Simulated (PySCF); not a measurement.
PySCF job for Sn(H)2(OH)(OMe) (CH₆O₂Sn), SMILES C[O][SnH2][OH], PBE-D3(BJ)/def2-SVP. The structure is a stationary point at PBE-D3(BJ)/def2-SVP. The structure was generated by enumeration; whether it is a known compound was not checked. The def2 effective core potentials stand for the cores of Sn; spin–orbit coupling is left out. One conformer was computed; it need not be the lowest.

```python
import numpy as np
from pyscf import gto, scf, dft, df
from pyscf.hessian import thermo

mol = gto.M(
    atom='''
    Sn    0.33528251   -0.29593046   -0.29923249
    O     1.56884163    1.03849074    0.56434026
    O    -1.43276009   -0.25531216    0.66381369
    C    -2.20744113    0.92559135    0.62282078
    H     0.85536054   -1.92322001   -0.06356325
    H     0.16336684    0.33118308   -1.89694199
    H     1.72157755    0.79180680    1.49712136
    H    -2.41495203    1.28694433   -0.41517882
    H    -3.19122880    0.71658019    1.09821721
    H    -1.74225486    1.77425222    1.17981364
    ''',
    basis='def2-SVP',
    ecp={'Sn': 'def2-svp'},
    charge=0,
    spin=0,
    max_memory=1600,
    verbose=3,
)
mf = dft.RKS(mol, xc='pbe').density_fit(auxbasis='def2-universal-jkfit')
mf.disp = 'd3bj'
mf.grids.level = 3
mf.conv_tol = 1e-11
mf.max_cycle = 100
mf.kernel()

# [left out here: the lines that compute and print the analytic Hessian (its translational invariance restored by hand, since the grid's response is missing), thermochemistry and intensities]
```

It prints:

```
converged SCF energy = -406.080104196196

WARN: DFTD3 does not support analytical Hessian, using finite difference


WARN: Mole.unit (angstrom) is changed to Bohr

Mode                                 0                   1                   2
Irrep
Freq [cm^-1]                       62.7686            104.2956            161.9612
Reduced mass [au]                   3.1698              1.1288              3.2988
Force const [Dyne/A]                0.0074              0.0072              0.0510
Char temp [K]                      90.3100            150.0581            233.0261
Normal mode                   x     y     z       x     y     z       x     y     z
       0  Sn                -0.01  0.02  0.01   -0.00  0.00 -0.01    0.01  0.00  0.02
       1   O                 0.12 -0.08 -0.03    0.00 -0.03  0.05    0.08 -0.01 -0.06
       2   O                 0.03  0.02  0.07    0.02  0.02  0.04   -0.07  0.00 -0.13
       3   C                -0.09 -0.07 -0.08   -0.02 -0.01 -0.03   -0.09 -0.01  0.07
       4   H                -0.04 -0.00 -0.07   -0.02 -0.01 -0.04   -0.08 -0.00  0.15
       5   H                -0.09  0.08  0.04    0.02  0.03 -0.00    0.14 -0.10 -0.04
       6   H                 0.16 -0.11 -0.05   -0.06 -0.04  0.05    0.15 -0.00 -0.07
       7   H                 0.03 -0.11 -0.12   -0.44 -0.37 -0.07   -0.29  0.04  0.13
       8   H                -0.15 -0.16 -0.23    0.18  0.11  0.43   -0.00 -0.05  0.24
       9   H                -0.27 -0.01 -0.02    0.17  0.18 -0.49   -0.01 -0.03  0.04
Mode                                 3                   4                   5
Irrep
Freq [cm^-1]                      196.9039            253.0063            423.7476
Reduced mass [au]                   1.9346              1.5310              1.1974
Force const [Dyne/A]                0.0442              0.0577              0.1267
Char temp [K]                     283.3009            364.0197            609.6785
Normal mode                   x     y     z       x     y     z       x     y     z
       0  Sn                -0.01  0.01  0.02    0.01 -0.01 -0.01    0.01 -0.02  0.01
       1   O                 0.02  0.01 -0.03   -0.09  0.04  0.04   -0.01  0.03 -0.03
       2   O                -0.04 -0.11 -0.03    0.03  0.07  0.02   -0.03  0.03 -0.02
       3   C                 0.10 -0.01 -0.06   -0.06  0.02  0.02   -0.04  0.03  0.01
       4   H                 0.10  0.03 -0.10    0.01 -0.00  0.05    0.00 -0.10 -0.62
       5   H                -0.15  0.13  0.08    0.01 -0.03 -0.02   -0.20  0.53  0.24
       6   H                 0.45 -0.23 -0.17    0.59 -0.45 -0.20    0.01  0.19  0.01
       7   H                 0.10 -0.05 -0.08   -0.08  0.02  0.02   -0.08  0.03  0.02
       8   H                 0.10  0.15  0.01   -0.05 -0.07  0.01   -0.03  0.00  0.04
       9   H                 0.24 -0.03 -0.14   -0.12  0.04  0.04   -0.05  0.04  0.00
Mode                                 6                   7                   8
Irrep
Freq [cm^-1]                      503.1679            536.7160            588.0591
Reduced mass [au]                   1.2215              3.9421             12.7467
Force const [Dyne/A]                0.1822              0.6691              2.5971
Char temp [K]                     723.9466            772.2148            846.0862
Normal mode                   x     y     z       x     y     z       x     y     z
       0  Sn                 0.01 -0.00 -0.01   -0.02 -0.00  0.02   -0.02 -0.02 -0.01
       1   O                 0.02 -0.01  0.02   -0.00 -0.01 -0.00    0.14  0.15  0.10
       2   O                -0.08 -0.00  0.02    0.15  0.06 -0.12    0.01  0.00 -0.00
       3   C                -0.04  0.04  0.01    0.05 -0.04 -0.01   -0.00  0.00 -0.00
       4   H                 0.58  0.19  0.05    0.21  0.07 -0.06    0.06  0.02  0.04
       5   H                -0.59 -0.22 -0.03   -0.30 -0.06  0.02    0.06  0.04  0.00
       6   H                -0.12 -0.08  0.03   -0.05 -0.01  0.01    0.07  0.04  0.09
       7   H                -0.04  0.04  0.01   -0.06 -0.00  0.03   -0.00 -0.00 -0.00
       8   H                -0.05  0.08  0.02    0.10 -0.20  0.04    0.00 -0.01  0.00
       9   H                -0.02  0.03  0.00   -0.02 -0.03  0.03    0.00 -0.00  0.00
Mode                                 9                  10                  11
Irrep
Freq [cm^-1]                      613.5126            630.3198            849.1047
Reduced mass [au]                   1.0349              1.0425              1.0842
Force const [Dyne/A]                0.2295              0.2440              0.4605
Char temp [K]                     882.7081            906.8898           1221.6727
Normal mode                   x     y     z       x     y     z       x     y     z
       0  Sn                -0.01  0.00  0.01   -0.01 -0.01 -0.00    0.00 -0.00  0.01
       1   O                 0.00 -0.01 -0.01   -0.01 -0.03 -0.02    0.02  0.05 -0.04
       2   O                 0.01  0.00  0.01    0.01  0.01  0.00    0.00 -0.00 -0.00
       3   C                -0.01  0.01 -0.00   -0.00  0.00  0.00   -0.00  0.01 -0.00
       4   H                 0.53  0.09 -0.49    0.44  0.22  0.49   -0.01 -0.01 -0.06
       5   H                 0.58 -0.25 -0.17    0.27  0.59  0.22    0.11  0.14  0.04
       6   H                 0.05  0.02 -0.01    0.02  0.07 -0.00   -0.55 -0.75 -0.14
       7   H                -0.00  0.01 -0.00   -0.01  0.00  0.00   -0.00 -0.00 -0.00
       8   H                -0.00 -0.02 -0.01   -0.00 -0.01  0.00    0.00 -0.01  0.00
       9   H                -0.02  0.01  0.01   -0.01  0.01  0.00   -0.00  0.00  0.00
Mode                                12                  13                  14
Irrep
Freq [cm^-1]                     1079.9105           1129.5770           1147.2226
Reduced mass [au]                   7.9629              1.2908              1.3530
Force const [Dyne/A]                5.4714              0.9704              1.0492
Char temp [K]                    1553.7508           1625.2098           1650.5979
Normal mode                   x     y     z       x     y     z       x     y     z
       0  Sn                -0.00  0.00  0.00    0.00  0.00  0.00    0.00  0.00 -0.00
       1   O                -0.00 -0.00  0.00    0.00 -0.00 -0.00   -0.00  0.00  0.00
       2   O                 0.11 -0.14 -0.00    0.02  0.03  0.04   -0.06 -0.01  0.04
       3   C                -0.10  0.16 -0.02   -0.06 -0.05 -0.10    0.10  0.04 -0.08
       4   H                -0.04 -0.01  0.03   -0.00  0.00 -0.01   -0.01 -0.01  0.02
       5   H                -0.03  0.00  0.00    0.00  0.00  0.00   -0.00  0.00  0.00
       6   H                 0.01  0.02  0.00   -0.00 -0.00 -0.00   -0.00  0.00  0.00
       7   H                -0.12  0.15 -0.00   -0.12  0.50  0.10   -0.40  0.18  0.07
       8   H                -0.02 -0.00  0.03    0.05  0.18  0.23    0.31 -0.55  0.10
       9   H                -0.07  0.09  0.04    0.39 -0.47  0.15   -0.25  0.04  0.22
Mode                                15                  16                  17
Irrep
Freq [cm^-1]                     1412.5671           1415.2807           1427.8519
Reduced mass [au]                   1.0510              1.0904              1.0702
Force const [Dyne/A]                1.2356              1.2868              1.2855
Char temp [K]                    2032.3695           2036.2738           2054.3610
Normal mode                   x     y     z       x     y     z       x     y     z
       0  Sn                 0.00  0.00 -0.00   -0.00 -0.00  0.00    0.00  0.00 -0.00
       1   O                -0.00 -0.00  0.00    0.00  0.00  0.00   -0.00 -0.00 -0.00
       2   O                -0.01  0.00 -0.00    0.02 -0.01 -0.01   -0.00  0.01 -0.00
       3   C                -0.05  0.00 -0.03    0.05 -0.05 -0.04   -0.01  0.06 -0.03
       4   H                -0.00  0.00  0.01    0.01  0.01 -0.00   -0.00 -0.00  0.00
       5   H                 0.00  0.00 -0.01    0.01 -0.00  0.01   -0.01  0.01 -0.01
       6   H                 0.00  0.00  0.00    0.00 -0.00 -0.00   -0.00  0.00  0.00
       7   H                 0.66  0.06 -0.13   -0.12  0.08  0.05   -0.02 -0.63 -0.23
       8   H                 0.30 -0.19  0.57    0.00  0.63  0.23    0.05  0.06  0.13
       9   H                -0.15  0.10 -0.04   -0.60  0.15  0.25    0.08 -0.39  0.55
Mode                                18                  19                  20
Irrep
Freq [cm^-1]                     1853.2884           1884.7965           2883.4433
Reduced mass [au]                   1.0117              1.0200              1.0369
Force const [Dyne/A]                2.0474              2.1349              5.0794
Char temp [K]                    2666.4694           2711.8025           4148.6330
Normal mode                   x     y     z       x     y     z       x     y     z
       0  Sn                 0.00 -0.00 -0.00    0.00 -0.01  0.01    0.00  0.00 -0.00
       1   O                 0.00 -0.00 -0.00   -0.00 -0.00  0.00   -0.00 -0.00  0.00
       2   O                 0.00 -0.00 -0.00   -0.00 -0.00  0.00   -0.00  0.00  0.00
       3   C                -0.00  0.00 -0.00    0.00 -0.00 -0.00   -0.01  0.04 -0.02
       4   H                -0.21  0.64 -0.11   -0.22  0.68 -0.09   -0.00 -0.00  0.00
       5   H                 0.08 -0.28  0.66   -0.07  0.24 -0.63   -0.00 -0.00  0.01
       6   H                -0.00 -0.00 -0.00    0.01  0.01  0.00    0.00  0.00 -0.00
       7   H                 0.00 -0.01 -0.01   -0.01  0.01  0.01    0.13 -0.22  0.71
       8   H                 0.00 -0.01  0.00    0.00  0.00 -0.00    0.28  0.07 -0.14
       9   H                 0.00 -0.00  0.00   -0.00  0.00 -0.00   -0.23 -0.39 -0.28
Mode                                21                  22                  23
Irrep
Freq [cm^-1]                     2946.9131           3001.2553           3710.7408
Reduced mass [au]                   1.1024              1.1004              1.0669
Force const [Dyne/A]                5.6408              5.8397              8.6554
Char temp [K]                    4239.9518           4318.1382           5338.9299
Normal mode                   x     y     z       x     y     z       x     y     z
       0  Sn                 0.00  0.00 -0.00    0.00 -0.00 -0.00    0.00  0.00 -0.00
       1   O                -0.00 -0.00 -0.00   -0.00  0.00  0.00   -0.01  0.01 -0.06
       2   O                -0.00  0.00 -0.00   -0.00  0.00 -0.00    0.00 -0.00 -0.00
       3   C                 0.03  0.03  0.08   -0.07 -0.04  0.03   -0.00  0.00 -0.00
       4   H                -0.00  0.00 -0.00    0.00 -0.00 -0.00    0.00  0.00  0.00
       5   H                 0.00  0.00 -0.00    0.00  0.00  0.00    0.00 -0.00  0.00
       6   H                -0.00  0.00 -0.00    0.00 -0.00 -0.00    0.16 -0.23  0.92
       7   H                -0.09  0.18 -0.53   -0.04  0.04 -0.16    0.00 -0.00  0.00
       8   H                 0.11  0.03 -0.03    0.79  0.18 -0.39    0.00 -0.00 -0.00
       9   H                -0.34 -0.56 -0.37    0.11  0.19  0.15   -0.00 -0.00 -0.00
temperature 298.1500 [K]
pressure 101325.00 [Pa]
Rotational constants [GHz] 6.79572 2.67732 2.12334
Symmetry number 1
Zero-point energy (ZPE) 0.06565 [Eh]   172360.412 [J/mol]
                           tot       elec      trans        rot        vib
Entropy [J/mol/K]       358.733      0.000    172.707    110.971     75.055
Cv [J/mol/K]            100.148      0.000     12.472     12.472     75.205
Cp [J/mol/K]            108.463      0.000     20.786     12.472     75.205
Internal energy [J/mol]                      3718.434   3718.434 184264.081
Internal energy [Eh]   -406.00709  -406.08010
Enthalpy [J/mol]                             6197.391   3718.434 184264.081
Enthalpy [Eh]          -406.00614
Gibbs free energy [J/mol]                  -45295.238 -29367.642 161886.411
Gibbs free energy [Eh] -406.04688
mode   freq/cm-1   IR/(km/mol)
   1       62.77         2.510
   2      104.30         1.654
   3      161.96        10.245
   4      196.90        25.069
   5      253.01       100.120
   6      423.75        47.121
   7      503.17         5.233
   8      536.72        36.204
   9      588.06        79.778
  10      613.51       114.642
  11      630.32        65.253
  12      849.10        79.331
  13     1079.91       181.652
  14     1129.58         0.959
  15     1147.22         1.033
  16     1412.57         3.689
  17     1415.28        12.978
  18     1427.85        24.454
  19     1853.29        82.198
  20     1884.80       157.650
  21     2883.44       103.643
  22     2946.91        55.446
  23     3001.26        35.899
  24     3710.74        46.128
max |gradient| / (hartree/bohr): 0.00014190284982432152
APT charges: [ 1.5496 -0.7067 -0.8575  0.5313 -0.2776 -0.2676  0.2266 -0.0716 -0.0604
 -0.066 ]
```

The calculation finished and met its thresholds.
